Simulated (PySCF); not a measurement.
Deuteron quadrupole couplings in cis-Si(NH3)2Cl4

Compound: cis-Si(NH3)2Cl4.
Cartesian coordinates in Å at the PBE0-D3(BJ)/def2-SVP level; atoms count from 1:
```xyz
13
Cl4H6N2Si angstrom
Si    -0.5817    0.0037   -0.5944
N     -0.5388   -0.0177    1.4374
H     -1.5314    0.0880    1.6691
H     -0.0378    0.7730    1.8456
H     -0.2229   -0.9155    1.8101
Cl    -0.4173    0.0407   -2.7218
N      1.4494   -0.0066   -0.5105
H      1.7015   -0.1030   -1.4990
H      1.8384   -0.8065   -0.0090
H      1.8239    0.8837   -0.1758
Cl    -2.7125    0.0051   -0.4725
Cl    -0.3692    2.1791   -0.3417
Cl    -0.3709   -2.1760   -0.4153
```

Level: PBE0/pcSseg-1 (PySCF, non-relativistic); Q(2H) = 0.00286 b; rigid geometry, the same for H and D, with no vibrational averaging.

Question: Give the electric field gradient Vzz (the principal value of largest size), its asymmetry and the 2H coupling at each hydrogen.

Answer: 
| atom | bonded to | bond length (Å) | Vzz (au) | η | χzz (kHz) |
| --- | --- | --- | --- | --- | --- |
| H3 | N2 | 1.025 | 0.3444 | 0.05 | 231 |
| H4 | N2 | 1.021 | 0.3640 | 0.06 | 245 |
| H5 | N2 | 1.022 | 0.3592 | 0.07 | 241 |
| H8 | N7 | 1.025 | 0.3448 | 0.05 | 232 |
| H9 | N7 | 1.021 | 0.3645 | 0.06 | 245 |
| H10 | N7 | 1.022 | 0.3585 | 0.07 | 241 |

Isolated species at its PBE0-D3(BJ)/def2-SVP geometry, gas phase. With a basis this small, the couplings can be 20 % off.

These values come from a run that also computed NMR shieldings. The run took 61 s wall (grids of density and orbitals included) on one thread, Arm Neoverse N1 (aarch64), shared host, and the process peaked at 1.1 GiB of memory.
